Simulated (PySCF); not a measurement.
```xyz
7
charge 0 multiplicity 2, angstrom
Sn    0.0000    0.0000   -0.2394
O     1.8295    0.1479    0.5521
O    -1.0429    1.5104    0.5521
O    -0.7867   -1.6584    0.5521
H     2.2034   -0.7255    0.7307
H    -0.4734    2.2709    0.7307
H    -1.7300   -1.5454    0.7307
```

Level of theory: UPBE0 in PySCF with Sn def2-SVP with ECP28, O def2-SVP, H def2-SVP; scalar-relativistic core potentials, no spin–orbit coupling; density-fitted integrals.

This geometry of Sn(OH)3 is a stationary point at this level.

(1) What is the point group?

(2) Is it a minimum?

(3) Give the atomic charges and bond orders.

(4) Give the ideal-gas entropy at 298.15 K and 1 bar by parts.

(5) What is the atomisation energy, with and without zero-point energy?

Results:

(1) C3.

(2) Yes: all harmonic wavenumbers are real, though the softest, 54 cm⁻¹, leaves little margin.

(3) 
```csv
atom,Mulliken,Löwdin,polar tensor,spin (Mulliken),Mayer order to Sn1
Sn1,0.87,0.66,1.28,0.53,–
"O2,3,4",-0.49,-0.30,-0.69,0.16,0.98
"H5,6,7",0.20,0.08,0.26,0.00,0.03
```
Other Mayer orders above 0.3: O–H 0.96 (×3).

(4) translation 173.0, rotation 100.2, vibration 89.1, spin 5.8; total 368.0 J/(mol K).

(5) 2200 kJ/mol without, 2101 kJ/mol with.

Other isomers or separated fragments may lie lower. With an element this heavy the missing spin–orbit coupling can shift these numbers.
